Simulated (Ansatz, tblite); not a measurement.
Forces on (Br2Ga-mu-SH)3 (Ga₃H₃S₃Br₆) at its r2SCAN-D4/def2-SVP geometry. Total charge 0; singlet.

The xTB rows come from tblite. Single mean-field runs in def2-TZVP are fitted with def2-universal-jkfit.

GFN2-xTB (tblite), largest force 0.75 eV/Å:

```xyz
15
positions Å, forces eV/Å
Ga    0.187    2.042    0.026    0.016    0.713   -0.239
Br    0.456    1.969   -2.271   -0.007    0.175   -0.139
Br   -0.056    4.089    1.023   -0.011    0.065    0.060
S     2.119    0.981    0.848    0.363    0.179    0.533
Ga    1.740   -1.375    0.630    0.369   -0.454    0.315
Br    0.513   -1.942    2.490   -0.052   -0.085    0.169
Br    3.782   -2.325    0.235    0.049   -0.021   -0.029
S     0.397   -1.732   -1.283    0.262   -0.028   -0.644
Ga   -1.817   -1.128   -0.711   -0.584   -0.365   -0.171
Br   -2.780   -2.873    0.406   -0.054   -0.043    0.031
Br   -2.842   -0.310   -2.596   -0.053    0.022   -0.093
S    -1.602    0.709    0.810   -0.560    0.312    0.257
H     1.756    1.000    2.155    0.068    0.064   -0.328
H     0.684   -0.571   -1.943   -0.020   -0.364    0.096
H    -2.536    1.465    0.181    0.215   -0.172    0.180
```

revPBE-D4/def2-TZVP (Ansatz), largest force 0.32 eV/Å:

```
Ga -0.051 -0.222 0.035
Br 0.048 -0.038 -0.260
Br -0.032 0.285 0.150
S 0.154 0.050 0.025
Ga -0.148 0.189 -0.106
Br -0.159 -0.069 0.242
Br 0.288 -0.135 -0.065
S 0.045 -0.120 -0.123
Ga 0.189 0.176 0.062
Br -0.123 -0.250 0.153
Br -0.135 0.100 -0.256
S -0.048 -0.021 0.154
H -0.024 -0.014 -0.022
H -0.013 0.072 0.048
H 0.008 -0.002 -0.038
```

PBE0-D4/def2-TZVP (Ansatz), largest force 0.27 eV/Å:

```
Ga -0.015 -0.130 0.026
Br 0.000 -0.007 0.067
Br 0.004 -0.037 -0.010
S -0.144 -0.068 0.194
Ga -0.074 0.125 -0.065
Br 0.028 0.007 -0.026
Br -0.038 0.013 0.003
S 0.021 0.211 -0.023
Ga 0.116 0.115 0.048
Br 0.018 0.020 -0.023
Br 0.017 -0.026 0.033
S -0.107 0.114 -0.210
H 0.061 -0.007 -0.259
H -0.059 -0.189 0.147
H 0.172 -0.139 0.098
```
